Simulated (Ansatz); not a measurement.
`C[O][SnH]([F])[Cl]` and `C[O][SnH]([Cl])[O][SiH3]` differ in one atom or group.

Ansatz, PBE0-D4/def2-TZVP geometries, multiplicity 1. Each molecule was computed in one conformer, which needn't be the lowest.

Elements past krypton have def2 core potentials.

| property | `C[O][SnH]([F])[Cl]` |
| --- | --- |
| size of the dipole moment (B3LYP/def2-TZVPP) / D | 1.69 |
| HOMO energy (B3LYP/def2-TZVPP) / eV | -8.22 |
| HOMO–LUMO gap (PBE/def2-TZVPP) / eV | 4.26 |
| HOMO energy (ωB97M-V/def2-TZVPP) / eV | -10.88 |
| size of the dipole moment (ωB97M-V/def2-TZVPP) / D | 1.69 |
| LUMO energy (B3LYP/def2-TZVPP) / eV | -1.97 |

Question: What does the change do to each property? (Estimate.)

Answer: Computed: 
| property | `C[O][SnH]([Cl])[O][SiH3]` | shift |
| --- | --- | --- |
| size of the dipole moment (B3LYP/def2-TZVPP) / D | 0.89 | -0.80 |
| HOMO energy (B3LYP/def2-TZVPP) / eV | -8.05 | 0.17 |
| HOMO–LUMO gap (PBE/def2-TZVPP) / eV | 4.29 | 0.03 |
| HOMO energy (ωB97M-V/def2-TZVPP) / eV | -10.69 | 0.19 |
| size of the dipole moment (ωB97M-V/def2-TZVPP) / D | 0.92 | -0.77 |
| LUMO energy (B3LYP/def2-TZVPP) / eV | -1.76 | 0.21 |

Dipoles are sizes alone; their direction can turn.

B3LYP here is the variant with VWN-RPA as its local correlation; programs differ in this.
